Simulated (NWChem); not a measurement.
System: TaHO$_{2}$Cl$_{2}$; SMILES [O]=[Ta]([OH])([Cl])[Cl]

```xyz
6

Ta     0.1870     0.0373     0.0000
O      0.9389     1.5706     0.0000
Cl    -1.0663    -0.1239    -1.9342
Cl    -1.0663    -0.1239     1.9342
O      1.5697    -1.2370     0.0000
H      2.5312    -1.1806     0.0000
```
Atoms are numbered in this order, from 1.

Computed with NWChem. Medium grid unless said otherwise, to which SCAN and Minnesota functionals are sensitive. Coordinates come from a PBE0/def2-SVP optimisation. def2 effective core potentials on Ta; no spin-orbit coupling. Hybrids' shares of exact exchange are those that their runs print; pure functionals count as 0. The functionals differ in more than this share.

```
row              share of exact exchange  highest occupied level (eV)
---------------  -----------------------  ---------------------------
PBE/def2-SVP                        0.00                        -7.86
SCAN/def2-SVP                       0.00                        -8.32
B3LYP/def2-SVP                      0.20                        -9.01
B97-2/def2-SVP                      0.21                        -9.13
PW6B95/def2-SVP                     0.28                     withheld
```

Q: Fit a straight line of the last column on the one before it, predict the withheld value, and compare with the run.

A: 
1. Means of the 4 shown rows: x = 0.103, y = -8.580. Slope Σ(x − x̄)(y − ȳ)/Σ(x − x̄)² = -0.2015/0.04208 = -4.789; intercept -8.089.
2. The shown rows scatter about the line by 0.165 (root mean square); the largest residual is -0.23, at SCAN/def2-SVP.
3. At x = 0.28 (PW6B95/def2-SVP; beyond the shown range) the line gives -9.43.
4. The run gives -9.44, -0.01 from the line, 0.1 times the scatter.
